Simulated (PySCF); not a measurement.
Cl3Y, charge -1, doublet, at a GFN2-xTB geometry (such geometries of metal compounds can be far from the true shape) (the multiplicity is a formal guess) (core potentials on Y) (in this run its highest filled SCF level lies above zero, so its values depend strongly on the basis, on diffuse functions most of all). Base run: B3LYP/def2-SV(P) (PySCF).

The PySCF input:
```python
from pyscf import gto, scf, dft

mol = gto.Mole()
mol.atom = '''
    Y     0.169872    0.452527    0.285819
    Cl    1.948481   -0.730849   -0.844584
    Cl   -0.901816   -1.233802    1.645752
    Cl   -1.436372    0.926500   -1.456871
'''
mol.basis = 'def2-sv(p)'
mol.ecp = {'Y': 'def2-sv(p)'}
mol.charge = -1
mol.spin = 1
mol.verbose = 4
mol.build()

mf = dft.UKS(mol)
mf.xc = 'b3lyp'
mf.kernel()
mf.analyze()
```

Variants of this job, named by their change:

| change | basis functions | E (Eh) | HOMO (eV) |
|---|---|---|---|
| base | 78 | -1418.84613 | 0.32 |
| basis = x2c-TZVPall; relativity = spin-free X2C (without mol.ecp = {'Y': 'def2-sv(p)'}) | 174 | -4770.36748 | 0.24 |
| basis = x2c-TZVPall; relativity = spin-free X2C; nucleus = Gaussian (with mol.nucmod = 'G'; without mol.ecp = {'Y': 'def2-sv(p)'}) | 174 | -4770.33325 | 0.24 |
| basis = x2c-TZVPall; relativity = none (without mol.ecp = {'Y': 'def2-sv(p)'}) | 174 | -4684.54948 | 0.27 |
| basis = x2c-SVPall; relativity = spin-free X2C; nucleus = Gaussian (with mol.nucmod = 'G'; without mol.ecp = {'Y': 'def2-sv(p)'}) | 107 | -4769.49980 | 0.44 |
| basis = cc-pVTZ-DK; relativity = spin-free X2C; nucleus = Gaussian (with mol.nucmod = 'G'; without mol.ecp = {'Y': 'def2-sv(p)'}) | 179 | -4770.27307 | 0.20 |
| basis = cc-pVTZ-DK; relativity = spin-free X2C (without mol.ecp = {'Y': 'def2-sv(p)'}) | 179 | -4770.31675 | 0.20 |
| basis = cc-pVTZ-DK; relativity = none (without mol.ecp = {'Y': 'def2-sv(p)'}) | 179 | -4672.55639 | 0.23 |
| basis = x2c-SVPall; relativity = spin-free X2C (without mol.ecp = {'Y': 'def2-sv(p)'}) | 107 | -4769.53131 | 0.44 |
| basis = x2c-SVPall; relativity = none (without mol.ecp = {'Y': 'def2-sv(p)'}) | 107 | -4683.93070 | 0.51 |

Absolute energies of different levels of theory aren't comparable as measures of quality.

Open shells are given as the SCF converged; they aren't shown to be the lowest states, and a large step between rows can be another state.

Basis sets contracted for a relativistic Hamiltonian are a mismatch without it, so the rows without relativity aren't non-relativistic limits. No row has spin-orbit coupling; sets with core potentials leave out the core electrons.
